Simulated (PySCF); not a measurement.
# Correlation energy of Mg⁴⁺ (magnesium, charge +4)

Starting occupation: [He] 2s2 2p4, 2p1/2 with m_j = -1/2, +1/2, 2p3/2 with m_j = +1/2, +3/2. Computed with PySCF 2.14 in an uncontracted even-tempered set (19 s from 0.32 bohr⁻², ratio 2.4; 12 p from 0.41 bohr⁻², ratio 2.4; 5 d from 3.3 bohr⁻², ratio 2.6; 5 f from 4.9 bohr⁻², ratio 2.6), with X2C-1e with screened-nucleus spin-orbit coupling, Gaussian nucleus. Frozen: nothing; 8 electrons correlated; the 36 highest virtual spinors left out.

MP2 pair energies summed by pair of shells (mhartree):

```json
{"pair": "2p-2s", "energy": "-78.81", "share (%)": "33.7"}
{"pair": "2p-2p", "energy": "-75.98", "share (%)": "32.5"}
{"pair": "1s-1s", "energy": "-38.96", "share (%)": "16.6"}
{"pair": "1s-2p", "energy": "-21.50", "share (%)": "9.2"}
{"pair": "2s-2s", "energy": "-11.41", "share (%)": "4.9"}
{"pair": "1s-2s", "energy": "-7.34", "share (%)": "3.1"}
```

Total MP2 correlation energy: -233.99 mhartree.

The GHF reference relaxed away from the jj start to a determinant that is no pure jj level (⟨S²⟩ = 2.00, ⟨J²⟩ = 6.00); the energies belong to that determinant.
